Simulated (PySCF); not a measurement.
C2H6GeO2, SMILES [CH3][Ge@@H]([OH])[CH]=O. Geometry optimised at PBE0-D3(BJ)/def2-SVP. The structure was generated by enumeration; whether it is a known compound was not checked. One conformer was computed; it need not be the lowest.

These are PySCF 2.14.0 with PBE0-D3(BJ)/def2-SVP values and carry that method's errors.

Harmonic wavenumbers (cm⁻¹): 83, 109, 159, 180, 210, 357, 437, 579, 616, 621, 703, 731, 792, 857, 884, 1008, 1255, 1373, 1426, 1432, 1813, 2137, 2876, 3069, 3180, 3188, 3792. Rotational constants (GHz): 5.246, 2.543, 2.073; symmetry number 1.

Task: Work out the zero-point energy and the ideal-gas rigid-rotor harmonic-oscillator thermochemistry at 298.15 K and 1 atm.

Result: ZPE = ½ Σ hcν = ½ × 33869 cm⁻¹ = 48.42 kcal/mol. H − E(el) = 53.82 kcal/mol. Entropy in cal/(mol K): translation 40.61, rotation 26.86, vibration 18.63, total 86.09. G − E(el) = 28.16 kcal/mol. Cp = 27.67 cal/(mol K). Modes under 150 cm⁻¹ make the vibrational entropy uncertain.
